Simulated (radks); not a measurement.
Spherical quantum dot in the effective-mass picture: electrons in a hard-walled sphere of radius 1.3, with a point charge +2 (a donor) at the centre, all in effective atomic units (hartree* = m*/eps^2 hartree, bohr* = eps/m* bohr), one dielectric constant everywhere. Method: non-relativistic Kohn-Sham, PBE, spin-polarised, spherical densities; computed with a radial shooting solver with Libxc functionals. Levels are named by radial order and angular momentum (1s, 1p, 1d, 2s, ...), and open shells are averaged over m. Results are scaled to m* = 0.132 and eps = 16.2, for which hartree* = 13.69 meV and bohr* = 6.494 nm. Each electron was tried in the lowest free levels, single moves between levels near the top were tried too, and the lowest total energy was kept; such a search can miss a lower state. At N = 1 the Hartree and exchange-correlation terms need not cancel, so that row can carry a self-interaction error.

\begin{tabular}{lrrrrrr}
N & open shells & 2S & E (meV) & mu = E(N) - E(N-1) (meV) & addition energy mu(N+1) - mu(N) (meV) & rms radius (nm) \\ \hline
1 & 1s(up 1, down 0) & 1 & -19.3033 & -19.303 & 22.48 & 3.742 \\
2 & none & 0 & -16.1314 & 3.1719 & 71.09 & 3.888 \\
3 & 1p(up 1, down 0) & 1 & 58.1324 & 74.264 & 13.71 & 4.358 \\
4 & 1p(up 2, down 0) & 2 & 146.109 & 87.977 & 14.36 & 4.591 \\
5 & 1p(up 3, down 0) & 3 & 248.445 & 102.34 & 19.40 & 4.737 \\
6 & 1p(up 3, down 1) & 2 & 370.181 & 121.74 & 13.47 & 4.844 \\
7 & 1p(up 3, down 2) & 1 & 505.389 & 135.21 & 14.03 & 4.927 \\
8 & none & 0 & 654.630 & 149.24 & 65.35 & 4.993 \\
9 & 1d(up 1, down 0) & 1 & 869.222 & 214.59 & 13.25 & 5.094 \\
10 & 1d(up 2, down 0) & 2 & 1097.07 & 227.84 & 13.39 & 5.175 \\
11 & 1d(up 3, down 0) & 3 & 1338.30 & 241.23 & 13.47 & 5.243 \\
12 & 1d(up 4, down 0) & 4 & 1593.01 & 254.71 & 13.52 & 5.300 \\
13 & 1d(up 5, down 0) & 5 & 1861.23 & 268.22 & 17.82 & 5.350 \\
14 & 1d(up 5, down 1) & 4 & 2147.27 & 286.04 & 13.07 & 5.395 \\
15 & 1d(up 5, down 2) & 3 & 2446.38 & 299.11 & 13.20 & 5.435 \\
16 & 1d(up 5, down 3) & 2 & 2758.70 & 312.31 & 13.29 & 5.471 \\
17 & 1d(up 5, down 4) & 1 & 3084.30 & 325.60 & 13.34 & 5.503 \\
18 & none & 0 & 3423.24 & 338.94 & 24.60 & 5.533 \\
19 & 2s(up 1, down 0) & 1 & 3786.78 & 363.54 & 20.56 & 5.520 \\
20 & none & 0 & 4170.87 & 384.10 & 54.32 & 5.503 \\
21 & 1f(up 1, down 0) & 1 & 4609.30 & 438.42 & 12.89 & 5.541 \\
22 & 1f(up 2, down 0) & 2 & 5060.61 & 451.31 & 12.92 & 5.575 \\
23 & 1f(up 3, down 0) & 3 & 5524.85 & 464.24 & 12.95 & 5.607 \\
24 & 1f(up 4, down 0) & 4 & 6002.03 & 477.18 & 12.96 & 5.636 \\
25 & 1f(up 5, down 0) & 5 & 6492.17 & 490.14 & 12.97 & 5.663 \\
26 & 1f(up 6, down 0) & 6 & 6995.29 & 503.12 & 12.98 & 5.689 \\
27 & 1f(up 7, down 0) & 7 & 7511.39 & 516.10 & 16.73 & 5.713 \\
28 & 1f(up 7, down 1) & 6 & 8044.22 & 532.83 & 12.78 & 5.736 \\
29 & 1f(up 7, down 2) & 5 & 8589.82 & 545.60 & 12.81 & 5.757 \\
30 & 1f(up 7, down 3) & 4 & 9148.23 & 558.41 & 12.83 & 5.777 \\
31 & 1f(up 7, down 4) & 3 & 9719.48 & 571.25 & 12.85 & 5.796 \\
32 & 1f(up 7, down 5) & 2 & 10303.6 & 584.10 & 12.87 & 5.814 \\
33 & 1f(up 7, down 6) & 1 & 10900.5 & 596.96 & 12.88 & 5.832 \\
34 & none & 0 & 11510.4 & 609.84 & 79.37 & 5.848 \\
35 & 1g(up 1, down 0) & 1 & 12199.6 & 689.22 & 12.61 & 5.868 \\
36 & 1g(up 2, down 0) & 2 & 12901.4 & 701.82 & 12.62 & 5.887 \\
37 & 1g(up 3, down 0) & 3 & 13615.9 & 714.44 & 12.63 & 5.905 \\
38 & 1g(up 4, down 0) & 4 & 14342.9 & 727.07 & 12.64 & 5.923 \\
39 & 1g(up 5, down 0) & 5 & 15082.6 & 739.70 & 12.64 & 5.939 \\
40 & 1g(up 6, down 0) & 6 & 15835.0 & 752.35 & 12.65 & 5.955 \\
41 & 1g(up 7, down 0) & 7 & 16600.0 & 764.99 & 12.65 & 5.970 \\
42 & 1g(up 8, down 0) & 8 & 17377.6 & 777.64 & - & 5.985 \\
\end{tabular}

All shells are closed at N = 2, 8, 18, 20, 34 (there: 1s2 1p6 1d10 2s2 1f14); the second difference of the energy has clear peaks (12 % above both neighbours; the first and last values, which can be the largest, are not judged, and half-filled shells can peak too) at N = 2, 5, 8, 13, 18, 20, 27, 34.
